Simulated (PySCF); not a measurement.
Unknown compound

The spectra below were simulated for a compound C6H9N.

¹H NMR (500 MHz, computed): δ 7.27 (br s, 1H), 5.92 (s, 2H), 2.26 (s, 6H).

¹³C{¹H} NMR (computed): δ 131.3 (2C), 113.0 (2C), 15.3 (2C).

- B97-2/pcSseg-2 with gauge-including orbitals
- PBE0-D3(BJ)/def2-TZVP structure
- run in PySCF
- relativity neglected, rapidly exchanging positions averaged, one conformer, no solvent

Referencing at the same level of theory: ¹H and ¹³C vs TMS.

**Question.** What is the structure?

**Answer.** 
- Rings plus π bonds: 3 (1 ring in the answer).
- 3 carbon signals for 6 carbons: some carbons are equivalent by symmetry or fast rotation.
- Carbon types of the structure: 2 × C, 2 × CH, 2 × CH3, leaving 1 H on heteroatoms.
- δC 131.3: substituted aromatic carbon next to a ring nitrogen.
- δC 113.0: aromatic CH.
- δC 15.3: methyl carbon on an aromatic ring; saturated and bonded to C and H only.
- δH 7.27: hydrogen on a pyrrole-type ring nitrogen; exchangeable; this is the value without hydrogen bonding to other molecules.
- δH 5.92: hydrogen on an aromatic CH.
- δH 2.26: hydrogen on a methyl carbon on an aromatic ring; benzylic-type position, deshielded by the ring.

Structure: 2,5-Dimethylpyrrole.

The data come from this structure; uniqueness wasn't tested.

Exchangeable OH/NH protons stand at their gas-phase positions; hydrogen bonding in a real sample shifts them, mostly to higher δ. Shifts are as computed. Against solution values, carbons near 30 ppm lie about +3 ppm off and those near 130 ppm about +7 ppm. Of 1211 compounds with measured shifts, 218 miss one by over three times the rms of a fit or turn the order of signals round; such compounds aren't used in these exercises. Multiplicities follow the n + 1 count of equivalent neighbours, as no J values were calculated; m marks all less simple cases, F and P coupling included.
